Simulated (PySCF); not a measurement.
Run record: geometry optimisation, `N[SiH2][AsH2]`.

Method: PBE0-D3(BJ)/def2-SVP geometry optimisation, gas phase (PySCF 2.14.0). Start geometry: GFN2-xTB. A driver script takes a list of jobs; this job's settings line and coordinates (Å) are shown.

Input:
```
{"job": {"xc": "PBE0", "basis": "def2-SVP", "d3": "d3bj", "grid": 1, "maxiter": 30, "shake": 0.01, "kind": "geom"}, "charge": 0, "multiplicity": 1}
N     -1.378060     0.705170    -0.094570
Si    -0.233290    -0.460050     0.355730
As     1.629310     0.020900    -0.934280
H     -1.472890     0.956830    -1.079410
H     -2.305250     0.708580     0.333860
H     -0.110820    -0.279170     1.808700
H     -0.654240    -1.854990     0.132490
H      2.503400    -0.940870    -0.147540
H      2.079660     1.126450     0.018530
```

Output:
```
step   0  E = -2582.88012942  max force = 0.023947
step   1  E = -2582.88413214  max force = 0.007989
step   2  E = -2582.88438040  max force = 0.001037
step   3  E = -2582.88441056  max force = 0.000894
step   4  E = -2582.88443053  max force = 0.000912
step   5  E = -2582.88444358  max force = 0.000546
step   6  E = -2582.88445389  max force = 0.000231
optimisation converged
```

Energies in Eh; «max force» is the largest Cartesian gradient component in Eh/bohr.

Question: Give the first gradient maximum in eV/Å.

Answer: With 1 Eh/bohr = 51.422 eV/Å, 1.231 eV/Å.

Question: How much energy does the optimisation release, in kcal/mol?

Answer: E(step 0) − E(last step) = 0.004324 Eh, which is 2.7 kcal/mol.

Main results: final energy -2582.88445 Eh after 6 steps; dipole 1.49 D.

Time: 31 s wall; peak memory 0.39 GiB. Hardware: one thread, Arm Neoverse N1 (aarch64), shared host with 64 logical CPUs at a one-minute load of 16.
Labels such as C1 count atoms from 1, the log's own numbers from 0.
